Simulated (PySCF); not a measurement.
BF₂, SMILES F[B]F, multiplicity 2. Atoms are numbered in the order given.

```xyz
3

F      0.0000    -1.1422    -0.1396
B      0.0000     0.0000     0.5025
F      0.0000     1.1422    -0.1396
```
Charge 0, spin multiplicity 2.

Coordinates come from a B3LYP-D3(BJ)/def2-TZVP optimisation. The isomer is the one that the SMILES or the coordinates give; other isomers of the formula were not compared.

Computed with PySCF with B3LYP/pcH-1.

Unrestricted Kohn–Sham, ⟨S²⟩ = 0.751. Hyperfine tensors hold the contact and dipolar terms, without spin-orbit corrections.

Computed hyperfine couplings:
```tsv
nucleus	A(iso) (MHz)	A(iso) (G)	dipolar principal values (MHz)
19F no. 1	560.7	200.1	-179.2, -131.5, 310.7
11B no. 2	845.8	301.8	-34.6, -29.0, 63.5
19F no. 3	560.7	200.1	-179.2, -131.5, 310.7
```

Task: And the g tensor (effective nuclear charges for spin-orbit coupling, GIAO)? (The exact figures need the calculation; the answer reports its results.)

Result: principal values 1.9982, 2.0016, 2.0027; isotropic 2.0008.
